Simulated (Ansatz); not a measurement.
Program: Ansatz. Geometries: PBE0-D4/def2-TZVP. ΔE: electronic, gas phase. CBS: MP2 limit from def2 TZ/QZ plus the TZ coupled-cluster correction, frozen cores. Functionals use def2-TZVPP. B3LYP here is the variant with VWN-RPA as its local correlation; programs differ in this. One conformer a species, not always the lowest.

Reaction (isomerisation): `O[SiH2]S[SiH2][SiH3]` → `O[SiH](S)[SiH2][SiH3]`

**Question.** Is it downhill or uphill in electronic energy at CCSD(T)/CBS, and by how much? (Best estimate.)

**Answer.** The calculation gave: Uphill: ΔE = +60.9 kJ/mol.

**Question.** What do these levels give: PBE-D4, B3LYP-D4, B2PLYP, B3LYP, CCSD/def2-TZVPP, MP2/CBS(def2)? (Estimate.)

**Answer.** Computed: PBE-D4 48.6, B3LYP-D4 56.8, B2PLYP 59.8, B3LYP 54.7, CCSD/def2-TZVPP 58.2, MP2/CBS(def2) 70.3 kJ/mol.

Largest T1 diagnostic among the species: 0.013.

From PBE to PBE0 (25 % exact exchange), in def2-TZVPP and without D4, ΔE moves by +4.7 kJ/mol.
